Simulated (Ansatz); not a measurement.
C2H5B2F, SMILES `CC1BB1F`, relaxed with RKS PBE0-D4/def2-TZVP in the Gaussian-basis code of Ansatz from a PBE-D4/def2-SVP geometry. The force threshold is 0.005 eV/Å; the program also tests the step.

Total charge 0; spin multiplicity 1.

Start:

```xyz
10

C    -0.201    1.218    0.672
C    -0.059   -0.147    0.026
B     0.659   -0.497   -1.246
B     0.081   -1.761   -0.595
F    -0.403   -2.871   -0.074
H    -1.269    1.515    0.754
H     0.330    1.986    0.080
H     0.210    1.221    1.704
H    -0.615   -0.870    0.686
H     1.266    0.207   -2.008
```

```tsv
step	energy (eV)	largest force (eV/Å)	largest move (Å)
1	-6219.6351	0.558	0.000
2	-6219.6746	0.239	0.026
3	-6219.6795	0.028	0.011
4	-6219.6795	0.023	0.002
5	-6219.6796	0.014	0.003
6	-6219.6797	0.023	0.003
7	-6219.6797	0.010	0.006
8	-6219.6797	0.011	0.004
9	-6219.6797	0.002	0.003
```

End:

```xyz
10

C    -0.203    1.213    0.669
C    -0.051   -0.142    0.028
B     0.659   -0.494   -1.224
B     0.073   -1.737   -0.587
F    -0.409   -2.843   -0.090
H    -1.257    1.491    0.752
H     0.312    1.969    0.077
H     0.213    1.217    1.681
H    -0.592   -0.862    0.678
H     1.255    0.188   -1.983
```

Run time 43 s (2 threads of an Arm Neoverse V1 on a shared host); peak host memory 0.39 GiB.
